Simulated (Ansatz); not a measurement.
Compare A (`B[SiH](F)CC=N`) with its isomer B (`NB(F)/C=C/[SiH3]`).

Gas-phase electronic energies from Ansatz, PBE0-D4/def2-TZVP geometries. CCSD(T)/CBS adds triple-zeta CCSD(T) − MP2 to the extrapolated MP2 energy (def2 sets, frozen cores). Functionals use def2-TZVPP. B3LYP here is the variant with VWN-RPA as its local correlation; programs differ in this. Each species was taken in one conformer, which may not be the lowest.

A:

```xyz
13

B     0.241   -0.263    2.656
Si   -0.089    0.601    0.878
F     0.830    1.905    0.646
C     0.272   -0.596   -0.534
C     0.006    0.017   -1.863
N    -1.045   -0.250   -2.514
H    -0.371   -1.251    2.940
H     1.020    0.156    3.460
H    -1.504    1.055    0.786
H     1.320   -0.907   -0.456
H    -0.371   -1.470   -0.396
H     0.765    0.727   -2.216
H    -1.074    0.276   -3.387
```

B:

```xyz
13

N     1.7557   -1.7989    1.3789
B     0.5978   -1.0289    1.2635
F    -0.2696   -1.0365    2.2902
C     0.2757   -0.1709    0.0039
C    -0.8358    0.5673   -0.1045
Si   -1.2586    1.6050   -1.5901
H     1.9602   -2.3518    2.1936
H     2.4520   -1.8468    0.6576
H     0.9811   -0.1665   -0.8286
H    -1.5308    0.5526    0.7360
H    -0.1766    1.4705   -2.6014
H    -2.5493    1.1678   -2.1890
H    -1.4018    3.0371   -1.2100
```

(1) Which is lower in electronic energy at CCSD(T)/CBS, and by how much? (An estimate is asked.)

(2) Give E(B) − E(A) in kJ/mol with r2SCAN-D4, HF/def2-TZVPP, CCSD/def2-TZVPP, CCSD(T)/def2-TZVPP, B3LYP, PBE0-D4, B2PLYP. (An estimate is asked.)

Largest T1 diagnostic: 0.012.

## Answers

(1) Ansatz gave: B, by 219.8 kJ/mol.

(2) The calculation gave: r2SCAN-D4 -225.1, HF/def2-TZVPP -219.1, CCSD/def2-TZVPP -219.3, CCSD(T)/def2-TZVPP -220.6, B3LYP -225.5, PBE0-D4 -222.5, B2PLYP -225.0. None reverses the order clearly.
